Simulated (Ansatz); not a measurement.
`CCBCF` + H₂O → `CCBO` + `CF`  (formal hydrolysis of a B–C bond)

Gas-phase electronic energies from Ansatz, PBE0-D4/def2-TZVP geometries. CCSD(T)/CBS is the MP2 limit (def2-TZVPP, def2-QZVPP) plus CCSD(T) − MP2 in def2-TZVPP, frozen cores. This one scheme is used for every species. Functionals use def2-TZVPP. B3LYP here is the variant with VWN-RPA as its local correlation; programs differ in this. One conformer a species, not always the lowest.

(1) Is it downhill or uphill in electronic energy at CCSD(T)/CBS, and by how much? (Best estimate.)

(2) What do these levels give: PBE-D4, PBE0-D4, PBE, B3LYP, CCSD/def2-SVP, MP2/def2-QZVPP? (An estimate is asked.)

Largest T1 diagnostic among the species: 0.011.

## Answers

(1) Computed: Downhill: ΔE = -31.7 kcal/mol.

(2) Computed: PBE-D4 -31.0, PBE0-D4 -31.2, PBE -31.6, B3LYP -33.4, CCSD/def2-SVP -38.1, MP2/def2-QZVPP -32.3 kcal/mol.

In def2-TZVPP, CCSD(T) changes the Hartree–Fock value by +1.9 kcal/mol (the triples alone add −0.0 kcal/mol) and MP2 by +1.8 kcal/mol. Leaving LDA and LC-ωPBE aside and taking each functional with its dispersion term where it has one, the values, not all of them listed here, spread over 2.9 kcal/mol, from B2PLYP to revPBE-D4.
